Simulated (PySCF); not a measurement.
ZnCl2, SMILES [Cl][Zn][Cl].

The structure is a stationary point at PBE-D3(BJ)/def2-TZVP. The isomer is the one that the SMILES or the coordinates give; other isomers of the formula were not compared.

Calculation: TDA-LC-ωPBE/def2-SVPD in PySCF.

Vertical excitations; the highest root listed may be one member of a degenerate set. Isolated molecule, no solvent. State labels are in the subgroup D2h.

| state | symmetry | energy (eV) | λ (nm) | f | main pairs |
|---|---|---|---|---|---|
| S1 | B2g | 6.73 | 184 | 0.000 | HOMO−1→LUMO (degenerate set) |
| S2 | B3g | 6.73 | 184 | 0.000 | HOMO→LUMO (degenerate set) |
| S3 | B3u | 7.32 | 169 | 0.083 | HOMO−2→LUMO (degenerate set) |
| S4 | B2u | 7.32 | 169 | 0.083 | HOMO−3→LUMO (degenerate set) |
| S5 | Au | 8.14 | 152 | 0.000 | HOMO−1→LUMO+1 47 %, HOMO→LUMO+2 47 % |
| S6 | B1u | 8.15 | 152 | 0.000 | HOMO→LUMO+1, HOMO−1→LUMO+2 (degenerate set) |
| S7 | Au | 8.15 | 152 | 0.000 | HOMO→LUMO+2, HOMO−1→LUMO+1 (degenerate set) |
| S8 | B1u | 8.17 | 152 | 0.040 | HOMO−4→LUMO 51 %, HOMO−1→LUMO+2 21 %, HOMO→LUMO+1 21 % |
| S9 | B1g | 8.64 | 144 | 0.000 | HOMO−2→LUMO+1 47 %, HOMO−3→LUMO+2 47 % |
| S10 | Ag | 8.67 | 143 | 0.000 | HOMO−2→LUMO+2 47 %, HOMO−3→LUMO+1 47 % |
| T1 | B2g | 6.35 | 195 | 0 | HOMO−1→LUMO (degenerate set) |
| T2 | B3g | 6.35 | 195 | 0 | HOMO→LUMO (degenerate set) |
| T3 | B3u | 6.78 | 183 | 0 | HOMO−2→LUMO (degenerate set) |
| T4 | B2u | 6.78 | 183 | 0 | HOMO−3→LUMO (degenerate set) |
Triplets are in the Tamm–Dancoff approximation.
